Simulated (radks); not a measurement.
The numbers below are computed, except where a source is named.
Question: Species: As7+. Configuration: [Ar] 3d8. Level of theory: Dirac Kohn-Sham, PBE, spin-unpolarised, spherical densities, finite nucleus; open shells fill j = l - 1/2 first; Fermi nuclear charge, rms radius 4.0968 fm (a radial shooting solver on a logarithmic mesh with Libxc functionals). Some entries of the table are withheld. Estimate them.

orbital  occ.  eigenvalue (hartree)  <r^2> (bohr^2)
1s1/2       2             -435.5869        0.002786
2s1/2       2             -59.66644         0.04838
2p1/2       2             -53.84852             (1)
2p3/2       4             -52.50438             (2)
3s1/2       2             -11.72722          0.3937
3p1/2       2              -9.75678          0.4080
3p3/2       4              -9.56036          0.4207
3d3/2       4                   (3)             (4)
3d5/2       4                   (5)             (6)

Answer: 
(1) 2p1/2 <r^2> (bohr^2): 0.03742
(2) 2p3/2 <r^2> (bohr^2): 0.03889
(3) 3d3/2 eigenvalue (hartree): -6.17876
(4) 3d3/2 <r^2> (bohr^2): 0.4514
(5) 3d5/2 eigenvalue (hartree): -6.14749
(6) 3d5/2 <r^2> (bohr^2): 0.4559
